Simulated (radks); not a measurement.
Values are calculated unless marked as measured or tabulated.
Question: Neutral rhodium, configuration [Kr] 4d7.5 5s1.5 (fractional occupations, a model configuration). Code: a radial shooting solver on a logarithmic mesh with Libxc functionals. Model: Dirac Kohn-Sham, BLYP, spin-unpolarised, spherical densities, finite nucleus; open shells are shared between the two j in proportion to 2j + 1; Fermi nuclear charge, rms radius 4.4945 fm. Some entries of the table are withheld. Estimate them.

| orbital | occ. | eigenvalue (hartree) | <r^2> (bohr^2) |
|---|---|---|---|
| 1s1/2 | 2 | (1) | (2) |
| 2s1/2 | 2 | -122.7348 | 0.02368 |
| 2p1/2 | 2 | -113.6567 | 0.01777 |
| 2p3/2 | 4 | -108.3393 | 0.01911 |
| 3s1/2 | 2 | -21.97623 | 0.1747 |
| 3p1/2 | 2 | -18.42308 | 0.1709 |
| 3p3/2 | 4 | -17.50844 | 0.1804 |
| 3d3/2 | 4 | -11.21316 | 0.1624 |
| 3d5/2 | 6 | -11.03274 | 0.1653 |
| 4s1/2 | 2 | -3.08918 | 1.085 |
| 4p1/2 | 2 | -2.00751 | (3) |
| 4p3/2 | 4 | -1.86251 | (4) |
| 4d3/2 | 3 | (5) | 2.935 |
| 4d5/2 | 4.5 | (6) | 3.037 |
| 5s1/2 | 1.5 | -0.17586 | 11.94 |

Answer: 
(1) 1s1/2 eigenvalue (hartree): -846.3810
(2) 1s1/2 <r^2> (bohr^2): 0.001438
(3) 4p1/2 <r^2> (bohr^2): 1.282
(4) 4p3/2 <r^2> (bohr^2): 1.360
(5) 4d3/2 eigenvalue (hartree): -0.27091
(6) 4d5/2 eigenvalue (hartree): -0.25589
